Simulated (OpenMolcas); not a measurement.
Computed levels of S III

- Program: OpenMolcas 26.06
- Method: CASSCF
- Basis: ANO-RCC-VTZP [5s4p2d1f]
- Scalar Hamiltonian: DKH2, point nucleus
- Active space: 4 electrons in 8 orbitals (3s 3p 4s 4p)
- State averaging: 2S+1 = 3 even, 3 roots; 2S+1 = 1 even, 9 roots; 2S+1 = 5 odd, 1 root; 2S+1 = 3 odd, 9 roots; 2S+1 = 1 odd, 8 roots
- Spin-orbit coupling: state interaction with AMFI integrals over the reference wave functions, term energies averaged over their components

With spin-orbit coupling, above the lowest level:

```csv
Configuration,Term,J,E (cm-1),Measured (cm-1),g,Term weight %
3s2 3p2,3P,0,0.0,0.0,,100
3s2 3p2,3P,1,261,299,1.501,100
3s2 3p2,3P,2,740,833,1.501,100
3s2 3p2,1D,2,15420,11323,1.000,100
3s2 3p2,1S,0,26696,27161,,100
3s 3p3,5S*,2,47299,58672,2.002,100
3s 3p3,3D*,1,93438,84019,0.499,100
3s 3p3,3D*,2,93462,84047,1.167,100
3s 3p3,3D*,3,93518,84099,1.334,100
3s 3p3,3P*,0,106444,,,100
3s 3p3,3P*,1,106471,,1.501,100
3s 3p3,3P*,2,106521,,1.501,100
```

Against the 8 measured excited levels shown (NIST levels in Podobedova, Kelleher and Wiese, J. Phys. Chem. Ref. Data 38, 171 (2009)) the mean absolute deviation is 5500 cm-1; the largest miss in energy is 3s 3p3 5S* 2: computed 47299, measured 58672 cm-1 (-19.4 %), and the largest in proportion 3s2 3p2 1D2 (+36.2 %).

Spin-orbit coupling puts the lowest level 505 cm-1 below the lowest spin-free term.

For 3P the intervals divided by the larger J are 261.4, 239.1 cm-1. Landé's interval rule makes them equal in pure LS coupling; they differ by 9 % of their mean. The multiplet is regular.

The run also gave levels led by 3s2 3p 4p, which use shells meant for correlation; these and all levels above them are left out. Terms of s pⁿ other than that of highest spin mix with s² pⁿ⁻² d, which this space lacks; all of them can be thousands of cm-1 off, and some have no real level of that name. Measured partners are found by configuration, term and J. A level has none where our copy of the source lacks it or the pairing is in doubt (some pairs that miss far off the trend of their configuration count as doubtful), and it then counts in no deviation. Levels of configurations outside the active space are missing. The first state left out of the spin-orbit step lies near 170000 cm-1 above the lowest spin-free state of the reference (among the parities and spins computed), and the list stops at four fifths of that energy or lower.

The term weight is that of the spin-free term in the level, not the purity of its configuration. * marks odd parity.
